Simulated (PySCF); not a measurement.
# Two-component Hartree-Fock for Pd³⁸⁺ (palladium, charge +38)

Start: [He] 2s2 2p4; 2p1/2 filled at m_j = -1/2, +1/2; 2p3/2 filled at m_j = +1/2, +3/2. Calculated with PySCF 2.14 in an even-tempered Gaussian basis (17 s from 17 bohr⁻², ratio 2.4; 12 p from 23 bohr⁻², ratio 2.4; 5 d from 81 bohr⁻², ratio 2.6; 4 f from 120 bohr⁻², ratio 2.6): generalised Hartree-Fock with the X2C-1e Hamiltonian and a Gaussian nucleus; one run each with spin-orbit coupling (SO) switched off, then screened by Boettger's factors.

```json
{"spinor shell": "1s1/2", "electrons": "2", "ε, spin-free (eV)": "-27194.6", "ε, screened SO (eV)": "-27187.6", "weight of nominal j (screened SO)": "1.000", "rms radius, screened SO (bohr)": "0.0364"}
{"spinor shell": "2s1/2", "electrons": "2", "ε, spin-free (eV)": "-6042.5", "ε, screened SO (eV)": "-6040.4", "weight of nominal j (screened SO)": "1.000", "rms radius, screened SO (bohr)": "0.144"}
{"spinor shell": "2p1/2", "electrons": "2", "ε, spin-free (eV)": "-5741.6", "ε, screened SO (eV)": "-5849.6", "weight of nominal j (screened SO)": "0.994", "rms radius, screened SO (bohr)": "0.124"}
{"spinor shell": "2p3/2", "electrons": "2", "ε, spin-free (eV)": "-5741.6", "ε, screened SO (eV)": "-5686.6", "weight of nominal j (screened SO)": "0.996", "rms radius, screened SO (bohr)": "0.128"}
```

| quantity | spin-free | screened SO |
| --- | --- | --- |
| E (hartree) | -3540.94831 | -3545.35702 |
| M_J | 2 | 2 |
| ⟨J²⟩ | 6.000 | 6.000 |
| ⟨L²⟩ | 2.000 | 3.100 |
| ⟨S²⟩ | 2.000 | 1.453 |

Each row is a mean over spinors that exchange with the open shell spreads, by up to 53.692 eV (2s1/2).

Breit and QED terms are absent; they matter most for the inner s and p1/2 levels.

Densities and radii are taken from the X2C orbitals without a picture-change correction, which distorts them close to the nucleus.

Without spin-orbit coupling the j labels of p, d and f shells carry no meaning; the spin-free column gives the mean over the occupied spinors of each nl shell.
